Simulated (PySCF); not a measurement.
**Orbital picture of LiI**

MN15 at R = 2.395 Å; PySCF, scalar-relativistic core potentials, basis sets Li def2-TZVPP, I def2-TZVPP with ECP28. State: ¹Σ⁺ (singlet), closed shell. Only the outer orbitals are listed, counted within each symmetry, core potentials removing the inner ones.

```json
{"orbital": "5σ", "occ.": "2", "ε (eV)": "-18.24", "on Li (%)": "4", "main shells (%)": "96 I s"}
{"orbital": "6σ", "occ.": "2", "ε (eV)": "-7.55", "on Li (%)": "6", "main shells (%)": "93 I p"}
{"orbital": "3π", "occ.": "2", "ε (eV)": "-6.84", "on Li (%)": "5", "main shells (%)": "95 I p"}
{"orbital": "3π", "occ.": "2", "ε (eV)": "-6.84", "on Li (%)": "5", "main shells (%)": "95 I p"}
{"orbital": "7σ", "occ.": "0", "ε (eV)": "-0.59", "on Li (%)": "99", "main shells (%)": "89 Li s, 10 Li p"}
{"orbital": "4π", "occ.": "0", "ε (eV)": "1.04", "on Li (%)": "96", "main shells (%)": "96 Li p"}
{"orbital": "4π", "occ.": "0", "ε (eV)": "1.04", "on Li (%)": "96", "main shells (%)": "96 Li p"}
```

Question: Which are the highest filled and the lowest empty level, where do they sit, and how wide is the gap?

Answer: Highest filled 3π at -6.84 eV (in %: 95 I p); lowest empty 7σ at -0.59 eV (in %: 89 Li s, 10 Li p); the gap at MN15 is 6.25 eV.

- bond order (Mayer): 0.73
- ⟨S²⟩: 0.000
- charge on Li (Mulliken, basis-dependent): 0.61
- charge on Li (Löwdin, basis-dependent): 0.10
- dipole moment (positive dipole means Li(−)I(+)): -7.35 D

Spin–orbit coupling is left out.
